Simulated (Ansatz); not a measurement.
**A reaction path, image by image**

AlHBrClF2, closed shell, from AlHBrClF₂ ([F][Al]([F])([ClH])[Br]) to AlHBrClF₂ ([F][Al]([F])([Cl])[BrH]); HF/def2-SVP (Ansatz 0.2.0). Settings:

```yaml
hamiltonian: {xc: hf}
neb:
  images: 5
  climbing: true
  max_iterations: 25
  initial_path: idpp
  spring: 1.0
```

First end:

Al1  (-0.384, -0.470, -0.491)
Br2  (1.594, -1.451, -0.020)
F3  (-0.552, 0.284, -1.938)
F4  (-1.730, -1.040, 0.253)
H5  (1.116, 1.119, 1.277)
Cl6  (-0.043, 1.558, 0.919)
(Å)

Second end:

Al1  (-0.742, 0.030, -0.381)
Br2  (1.636, -0.928, 0.319)
F3  (-0.468, 0.104, -1.998)
F4  (-1.644, -1.218, 0.189)
H5  (1.887, 0.210, 1.142)
Cl6  (-0.670, 1.802, 0.729)
(Å)

The ends were relaxed with PBE0-D4 in triple zeta, so they are not quite minima here (largest force components 0.34 and 0.33 eV/Å).

Energies along the converged band: It took 10 iterations. Path lengths are measured after rigid turns and shifts between images are taken out.
```tsv
image	path length (Å)	energy (kJ/mol)
0	0.00	0.0
1	0.34	10.6
2	0.68	41.1
3 (climbing)	1.02	79.4
4	1.40	38.2
5	1.79	10.3
6	2.18	2.9
```
Energies count from the first end.

The images between the ends:
Image 1:
```json
{"atom": "Al1", "x (Å)": "-0.4233", "y (Å)": "-0.4192", "z (Å)": "-0.4810"}
{"atom": "Br2", "x (Å)": "1.6137", "y (Å)": "-1.2860", "z (Å)": "0.0905"}
{"atom": "F3", "x (Å)": "-0.5695", "y (Å)": "0.2741", "z (Å)": "-1.9608"}
{"atom": "F4", "x (Å)": "-1.7527", "y (Å)": "-1.0559", "z (Å)": "0.2394"}
{"atom": "H5", "x (Å)": "1.1086", "y (Å)": "0.9080", "z (Å)": "1.1451"}
{"atom": "Cl6", "x (Å)": "0.0231", "y (Å)": "1.5789", "z (Å)": "0.9669"}
```

Image 2:
```json
{"atom": "Al1", "x (Å)": "-0.4595", "y (Å)": "-0.3162", "z (Å)": "-0.4382"}
{"atom": "Br2", "x (Å)": "1.6491", "y (Å)": "-1.1209", "z (Å)": "0.2093"}
{"atom": "F3", "x (Å)": "-0.5543", "y (Å)": "0.2501", "z (Å)": "-1.9741"}
{"atom": "F4", "x (Å)": "-1.7421", "y (Å)": "-1.0849", "z (Å)": "0.2344"}
{"atom": "H5", "x (Å)": "1.0760", "y (Å)": "0.7123", "z (Å)": "1.0093"}
{"atom": "Cl6", "x (Å)": "0.0307", "y (Å)": "1.5595", "z (Å)": "0.9593"}
```

Image 3:
```json
{"atom": "Al1", "x (Å)": "-0.5248", "y (Å)": "-0.1983", "z (Å)": "-0.4021"}
{"atom": "Br2", "x (Å)": "1.6830", "y (Å)": "-0.9703", "z (Å)": "0.3186"}
{"atom": "F3", "x (Å)": "-0.5291", "y (Å)": "0.2071", "z (Å)": "-1.9899"}
{"atom": "F4", "x (Å)": "-1.7191", "y (Å)": "-1.1305", "z (Å)": "0.2227"}
{"atom": "H5", "x (Å)": "1.1492", "y (Å)": "0.5173", "z (Å)": "0.9308"}
{"atom": "Cl6", "x (Å)": "-0.0594", "y (Å)": "1.5748", "z (Å)": "0.9201"}
```

Image 4:
```json
{"atom": "Al1", "x (Å)": "-0.6226", "y (Å)": "-0.0813", "z (Å)": "-0.3839"}
{"atom": "Br2", "x (Å)": "1.7172", "y (Å)": "-0.9185", "z (Å)": "0.3683"}
{"atom": "F3", "x (Å)": "-0.5020", "y (Å)": "0.1600", "z (Å)": "-2.0010"}
{"atom": "F4", "x (Å)": "-1.6902", "y (Å)": "-1.1755", "z (Å)": "0.2082"}
{"atom": "H5", "x (Å)": "1.3601", "y (Å)": "0.3670", "z (Å)": "0.9534"}
{"atom": "Cl6", "x (Å)": "-0.2628", "y (Å)": "1.6482", "z (Å)": "0.8551"}
```

Image 5:
```json
{"atom": "Al1", "x (Å)": "-0.7158", "y (Å)": "-0.0099", "z (Å)": "-0.3910"}
{"atom": "Br2", "x (Å)": "1.7197", "y (Å)": "-0.9321", "z (Å)": "0.3614"}
{"atom": "F3", "x (Å)": "-0.4951", "y (Å)": "0.1268", "z (Å)": "-2.0106"}
{"atom": "F4", "x (Å)": "-1.6788", "y (Å)": "-1.2038", "z (Å)": "0.1905"}
{"atom": "H5", "x (Å)": "1.6289", "y (Å)": "0.2986", "z (Å)": "1.0566"}
{"atom": "Cl6", "x (Å)": "-0.4589", "y (Å)": "1.7204", "z (Å)": "0.7932"}
```

The band counts as converged below 0.05 eV/Å. The run took about 57 s on 4 CPU threads of an Arm Neoverse V1 (shared host).
